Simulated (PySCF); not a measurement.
## From computed data to an observable: refractive index and permittivity of the vapour

MoO₂, SMILES [O]=[Mo]=[O] (connectivity only; charge and spin as stated), neutral, multiplicity 3.

The structure is a stationary point at B3LYP-D3(BJ)/def2-TZVP. The spin state was assumed, not searched. The def2 effective core potentials stand for the cores of Mo; spin–orbit coupling is left out.

ωB97X/def2-TZVPD in PySCF gives a mean static polarisability of 51.5 bohr³ and a dipole moment of 5.14 D. Take an ideal gas at 298.15 K and 1 bar, whether or not the substance is that volatile.

Question: Work out n − 1 in the optical limit and the static ε − 1.

Answer: 
Polarisability volume α' = 51.5 × 0.148185 = 7.63 Å³. Number density N = p/kT = 2.43e-5 Å⁻³.
Dilute limit of Lorentz–Lorenz: n − 1 = 2π N α' = 0.0012.
Orientation term of Debye: μ²/(3kT) = 8.098 Å³ × μ²(D²) = 213.94 Å³.
ε − 1 = 4π N (α' + μ²/3kT) = 0.068. Orientation of the dipole supplies 97 % of the static response; it can't follow optical fields. Vibrational polarisation and dispersion are left out.
